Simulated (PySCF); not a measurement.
A structure optimised at B3LYP-D3(BJ)/def2-SVP, used in a PySCF frequency run:

```xyz
4

Si    -0.5150    -0.5780     0.0000
Br     1.6311     0.0710     0.0000
Cl    -1.4671     0.1649     1.6883
Cl    -1.4671     0.1649    -1.6883
```
Charge 0, spin multiplicity 2.

Question: Write its SMILES, formula and point group.

Answer: Cl[Si](Cl)Br, BrCl2Si, Cs

Question: What are its rotational constants (standard atomic weights)?

Answer: 2.3638, 1.3176, 0.88053 GHz
